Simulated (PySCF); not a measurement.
Work out the structure from these simulated measurements.

Formula: C5H10O2SSi2.

- UV, first state: lowest singlet excitation: 5.81 eV (214 nm, f = 0.353) [TDDFT wB97X-D/def2-SVPD]
- NMR, other nuclei: isotropic shieldings of nuclei other than C and H, by class: 15 (1 O), 299 (1 O), 362 (1 Si), 389 (1 Si), 627 (1 S) ppm [GIAO PBE0/pcSseg-1]
- Polarisability: 135.0 au [wB97X-D/def2-SVPD]
- Rotational structure: rotational constants A, B, C: 1.041, 0.663, 0.442 GHz [PBE0-D3(BJ)/def2-SVP]
- Triplet: lowest triplet excitation (Tamm–Dancoff): 3.90 eV [TDA wB97X-D/def2-SVPD]
- 1H NMR: chemical shifts (computed TMS as zero) by class: 7.71 (1 H), 7.17 (1 H), 6.60 (1 H), 5.77 (1 H), 4.96 (3 H), 2.13 (3 H) ppm [GIAO PBE0/pcSseg-1]
- Dipole: 0.73 D [wB97X-D/def2-SVPD]
- 13C NMR: chemical shifts (computed TMS as zero) by class: 154.3 (1 C), 152.9 (1 C), 131.0 (1 C), 116.4 (1 C), 13.4 (1 C) ppm [GIAO PBE0/pcSseg-1]

The electronic properties come from PySCF, for the isolated species, density fitting. Levels stand in brackets. Isolated species at its PBE0-D3(BJ)/def2-SVP geometry (one conformer only). Each NMR value is the plain mean over a class of atoms that symmetry, rotation or inversion makes alike.

Problem. Give a SMILES that accounts for the data.

Solution. Numbering: `[CH3:1][S:2][Si@@H:3]([O:4][SiH3:5])[c:6]1[cH:7][cH:8][cH:9][o:10]1`. Its formula, C5H10O2SSi2, gives 3 degrees of unsaturation: 1 ring and 2 π bonds in the structure found (Kekulé form). 5 carbons fall into 5 classes; from least to most shielded: substituted aromatic carbon [C6] (154.3 ppm), aromatic CH next to a ring oxygen [C9] (152.9 ppm), aromatic CH carbon [C7] (131.0 ppm), aromatic CH carbon [C8] (116.4 ppm), S-methyl carbon [C1] (13.4 ppm). Hydrogen classes from least to most shielded: 1 H on an aromatic CH next to a ring oxygen, C9 (7.71 ppm), 1 H on an aromatic CH carbon, C7 (7.17 ppm), 1 H on an aromatic CH carbon, C8 (6.60 ppm), 1 H on an oxygen-bound silicon, Si3 (5.77 ppm), 3 H on an oxygen-bound silicon, Si5 (4.96 ppm), 3 H on an S-methyl carbon, C1 (2.13 ppm). The other shieldings belong to: 15 ppm, furan-type oxygen [O10]; 299 ppm, siloxane oxygen [O4]; 362 ppm, oxygen-bound silicon [Si3]; 389 ppm, oxygen-bound silicon [Si5]; 627 ppm, sulfur bonded to C and Si [S2]. The optimised geometry has point group C1 and is an asymmetric top. Structure: `CS[Si@@H](O[SiH3])c1ccco1`. The assignments are read from this structure; whether some other isomer fits the data as well wasn't checked. The mirror image fits equally.

The values belong to the conformer `[CH3:1][S:2][Si@@H:3]([O:4][SiH3:5])[c:6]1[cH:7][cH:8][cH:9][o:10]1`: C1–S2–Si3–O4 78°, S2–Si3–O4–Si5 83°, S2–Si3–C6–C7 32°.
